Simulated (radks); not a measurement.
The numbers below are computed, except where a source is named.
All-electron atom: the vanadium ion V2+ in [Ar] 3d3.

Code: a radial shooting solver on a logarithmic mesh with Libxc functionals. Model: Dirac Kohn-Sham, LDA (Slater exchange, VWN5 correlation), spin-unpolarised, spherical densities, finite nucleus; open shells fill j = l - 1/2 first; Fermi nuclear charge, rms radius 3.6002 fm.

Energy parts (hartree):
| part | energy |
|---|---|
| total | -946.25813 |
| kinetic | 955.93262 |
| electron-nucleus | -2243.09409 |
| Hartree | 383.70161 |
| exchange-correlation | -42.79827 |

Orbitals (lengths in bohr, moments of r in powers of bohr; <r^-3> diverges for s and p1/2):
orbital	occ.	eigenvalue (hartree)	<1/r>	<r^-3>	small-component weight
1s1/2	2	-197.2335	22.80	-	6.78e-03
2s1/2	2	-22.68785	4.800	-	1.20e-03
2p1/2	2	-19.25239	4.745	-	1.18e-03
2p3/2	4	-18.99209	4.679	304.3	1.17e-03
3s1/2	2	-3.17569	1.488	-	2.52e-04
3p1/2	2	-2.24553	1.364	-	2.19e-04
3p3/2	4	-2.21468	1.350	36.29	2.16e-04
3d3/2	3	-0.79417	1.009	2.795	1.30e-04
3d5/2	0	-0.79154	1.006	2.759	1.29e-04
4s1/2	0	-0.65687	0.4764	-	4.09e-05
4p1/2	0	-0.47713	0.4033	-	3.13e-05
4p3/2	0	-0.47396	0.4007	3.752	3.10e-05

The highest occupied level is 3d3/2 at -21.611 eV. The electron density at the nucleus is 9819 e/bohr^3. For comparison, the ionisation energy in NIST's Atomic Spectra Database is 29.311 eV (measured). In exact Kohn-Sham theory the highest level is minus the ionisation energy, but local and semilocal functionals leave it too shallow, through self-interaction and a potential that decays too fast; potentials with the right tail come closer.

Beside tabulated values, note that spin-unpolarised runs miss the spin-polarisation part of the exchange energy of open shells.
